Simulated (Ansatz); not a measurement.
C$_{3}$H$_{10}$BeOSi, singlet, at a GFN2-xTB geometry (such geometries of metal compounds can be far from the true shape), with bond 16-13 at 1.8 times its length; SC-NEVPT2/STO-3G, CASSCF(4,5) run with Ansatz (a program for electronic structure).

The Ansatz input:
Ansatz 0.2 input:
```yaml
crystal:
  periodic: [false, false, false]
  atoms:
    - {symbol: Be, position_ang: [0.05280548, 0.14663314, 0.24738075]}
    - {symbol: C, position_ang: [-0.74280178, -0.30856129, 1.73491536]}
    - {symbol: C, position_ang: [-0.40636433, -1.74412887, 2.17483384]}
    - {symbol: C, position_ang: [-2.27419218, -0.18188582, 1.65522002]}
    - {symbol: H, position_ang: [-0.45000306, 0.32373386, 2.58337478]}
    - {symbol: H, position_ang: [-0.91652990, -1.98726536, 3.10925026]}
    - {symbol: H, position_ang: [-0.72094313, -2.46772090, 1.42607716]}
    - {symbol: H, position_ang: [0.66285000, -1.86502379, 2.33241868]}
    - {symbol: H, position_ang: [-2.57154529, 0.84058940, 1.43433684]}
    - {symbol: H, position_ang: [-2.73168640, -0.47077164, 2.60378648]}
    - {symbol: H, position_ang: [-2.68138880, -0.82666408, 0.87956229]}
    - {symbol: O, position_ang: [0.67857704, 0.49198690, -0.95746147]}
    - {symbol: Si, position_ang: [1.39728131, 0.88438057, -2.35346809]}
    - {symbol: H, position_ang: [0.47748751, 0.49187429, -3.42173896]}
    - {symbol: H, position_ang: [2.65285246, 0.13446517, -2.40167112]}
    - {symbol: H, position_ang: [1.79327832, 3.48736514, -2.28690665]}
basis:
  gaussian:
    orbitals: STO-3G
magnetization: {spin_polarized: false}
correlation: {method: sc_nevpt2, electrons: all, active_space: {window: {electrons: 4, orbitals: 5}}}
```

Question: What does Ansatz print? Leave out banner, timings and long lists.

Answer: 
```
Functional definition: HF
578 factors; integrals over basis functions are off by at most 6.3e-4 eV
mean field evaluation 1: about -13377.2905 eV, gradient 2.7e1 eV
mean field evaluation 2: about -13378.2882 eV, gradient 2.8e1 eV
mean field evaluation 4: about -13382.8089 eV, gradient 2.3e0 eV
mean field evaluation 8: about -13382.8509 eV, gradient 2.2e-1 eV
a density is far from that of the atoms, so the factors are made again for it
604 factors; integrals over basis functions are off by at most 4.7e-5 eV
mean field evaluation 16: about -13381.6819 eV, gradient 2.0e0 eV
mean field evaluation 32: about -13382.8520 eV, gradient 8.2e-3 eV
mean field -13382.85203702 eV, -491.8107411377 hartree, gradient 2.2e-6 eV, S^2 0.000000; 1 other end points of the search recorded, 0 dependent functions left out; unrestricted orbitals would lower it
reference -13382.85203702 eV, -491.8107411377 hartree; 27, 27 occupied and 17, 17 virtual orbitals, 604 factors
state -13386.00612632 eV, -491.9266517814 hartree
state -13386.00612632 eV, -491.9266517814 hartree; corrected -13393.03540666 eV, -492.1849730693 hartree
state -13385.95589124 eV, -491.9248056762 hartree
state -13385.95589124 eV, -491.9248056762 hartree; corrected -13392.96333085 eV, -492.1823243322 hartree
state -13386.00612632 eV, -491.9266517814 hartree; corrected -13393.03540666 eV, -492.1849730693 hartree
2 active orbitals were swapped for others, from the solution at -13385.95542891 eV, -491.9247886861 hartree to that at -13386.00567676 eV, -491.9266352603 hartree; typed "places" are swapped only where nearly empty or full, and so, without "given_window_search", are "orbital_numbers", "shells" and a window whose orbitals a file names under [Active]
Total energy: -13393.03540666 eV, -492.1849730693 hartree
```
